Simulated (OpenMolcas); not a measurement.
Ru3+ among 6 point charges of -1.36 e arranged as a trigonal prism (D3h), 2.14 Å from the ion.
```
   1.6175    0.0000    1.4011  -1.36
  -0.8088    1.4008    1.4011  -1.36
  -0.8088   -1.4008    1.4011  -1.36
   1.6175    0.0000   -1.4011  -1.36
  -0.8088    1.4008   -1.4011  -1.36
  -0.8088   -1.4008   -1.4011  -1.36
```

```json
{
  "Program": "OpenMolcas 26.06",
  "Method": "SS-CASPT2, IPEA 0.25 Eh, imaginary shift 0.1 Eh (closed shells correlated: 4s 4p)",
  "Basis": "ANO-RCC-VDZP [6s5p3d1f]",
  "Scalar Hamiltonian": "DKH2, point nucleus",
  "Active space": "5 electrons in 5 orbitals (4d)",
  "State averaging": "2S+1 = 6 even, 1 root; 2S+1 = 4 even, 24 roots; 2S+1 = 2 even, 75 roots",
  "Spin-orbit coupling": "state interaction with AMFI integrals over the reference wave functions"
}
```

**Question.** What is the spin-free ground state (labels of D3, the rotations of D3h)?

**Answer.** 6A1, 1-fold in its orbital part, 100 % from free-ion S terms; it has the highest spin that d5 allows.

**Question.** What are the lowest two levels with spin-orbit coupling?

**Answer.** A 2-fold level E1/2 with g = 0.00, 0.00, 9.99, then a 2-fold level E3/2 6 cm-1 above it. Their leading multiplicities are 6 (99 %) and 6 (99 %).

**Question.** What is χT at 300 K, and how does it compare with the textbook value?

**Answer.** The lowest level has 2S+1 = 6, for which the spin-only value is χT = S(S+1) / 2 = 4.375 cm3 K/mol (g = 2). The computed 4.369 at 300 K differs by -0.006, through a little spin-orbit mixing out of the ground term, against the free-electron g of 2.0023, which raises it.

Roots that are degenerate in the reference are averaged as groups; the widest CASPT2 spread within a group is 33 cm-1 (the 2-fold group of multiplicity 4 near 40800 cm-1 above the lowest state of its run). Shifts and gaps below about the spread of the groups concerned are not significant. Point charges give a weaker field than real ligands, and real ions of this kind are as a rule low spin; the high spin found here belongs to the model. Free-ion shares, where given, are those of the reference states; single-state CASPT2 does not remix them. Point charges carry no covalency, so the field is a model and not that of real ligands. No measured value stands beside these numbers.
